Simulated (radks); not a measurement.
The niobium ion Nb+ inside a hard spherical wall (all orbitals vanish at R), configuration held at [Kr] 4d4 and not refilled when levels cross. Calculated with a radial shooting solver on a logarithmic mesh with Libxc functionals: scalar-relativistic Kohn-Sham, LDA (Slater exchange, Perdew-Wang correlation), spin-polarised, spherical densities, finite nucleus; open shells are filled with parallel spins first (spin-orbit coupling, left out, can overturn this in heavy ions); Fermi nuclear charge, rms radius 4.324 fm. Eigenvalues in eV for spin up, with the zero of energy where the potential of the charges vanishes at infinity; a dash marks a level that is unbound or too diffuse for the functional's potential to be trusted. A positive occupied level is held by the wall or, in an anion where self-interaction has pushed it up, behind a barrier. The pressure on the wall is -dE/dV.

R (bohr),E (hartree),kinetic (hartree),e(3d),e(4s),e(4p),e(4d),"e(5s, empty)","e(5p, empty)",pressure (GPa)
free,-3815.32557,3927.105,-202.80,-65.490,-41.765,-10.277,-10.212,-6.204,0
15,-3815.32557,3927.105,-202.80,-65.490,-41.765,-10.277,-10.212,-6.204,< 0.0001
12,-3815.32557,3927.105,-202.80,-65.489,-41.765,-10.277,-10.212,-6.200,< 0.0001
10,-3815.32554,3927.106,-202.79,-65.487,-41.763,-10.275,-10.209,-6.174,0.000897
7,-3815.32323,3927.126,-202.63,-65.340,-41.622,-10.147,-9.994,-5.572,0.164
5,-3815.28313,3927.361,-201.21,-64.101,-40.447,-8.972,-7.722,-1.713,5.73
4,-3815.14108,3928.024,-198.33,-61.750,-38.229,-6.376,-1.933,6.451,41.1
2.5,-3812.66767,3938.711,-176.78,-46.186,-22.064,15.360,54.195,72.688,2150
1.5,-3782.89202,4036.791,-87.404,48.700,83.506,140.51,378.92,409.31,98300
